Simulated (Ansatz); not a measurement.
HN (SMILES [NH]), triplet, geometry from GFN2-xTB; SVWN5/6-31G** (Ansatz, a program for electronic structure).

Ansatz was given this input:
Ansatz 0.2 input:
```yaml
crystal:
  periodic: [false, false, false]
  atoms:
    - {symbol: N, position_ang: [-0.00000000, -0.00000000, -0.12795737]}
    - {symbol: H, position_ang: [0.00000000, 0.00000000, 0.89570158]}
basis:
  gaussian:
    orbitals: 6-31G__.json
hamiltonian:
  xc: {name: SVWN5}
magnetization: {spin_polarized: true, initial_magnetization: 2}
output: {forces: true}
```
The basis file holds 6-31G** in the JSON format of the Basis Set Exchange.

The log (banner, timings and long lists left out):

```
Functional definition: SVWN5
234 factors; their error is unknown
mean field evaluation 1: about -1488.4348 eV, gradient 1.5e1 eV
mean field evaluation 2: about -1488.0028 eV, gradient 1.8e1 eV
mean field evaluation 4: about -1489.4809 eV, gradient 1.1e-1 eV
mean field evaluation 8: about -1489.4718 eV, gradient 7.1e-3 eV
mean field -1489.47183981 eV, -54.7370805128 hartree, gradient 1.4e-5 eV, S^2 2.004312; 0 other end points of the search recorded, 0 dependent functions left out
the calculation of the forces begins
reference -1489.47184894 eV, -54.7370808483 hartree; 5, 3 occupied and 15, 17 virtual orbitals, 234 factors
Total energy: -1489.47184894 eV, -54.7370808483 hartree
Atom 0 at    -0.000000    -0.000000    -0.127957 Å, force    -0.000000    -0.000000    -1.447434 eV/Å
Atom 1 at     0.000000     0.000000     0.895702 Å, force     0.000000     0.000000     1.447434 eV/Å
Dipole moment:    -0.000000     0.000000     0.336384 e Å
```
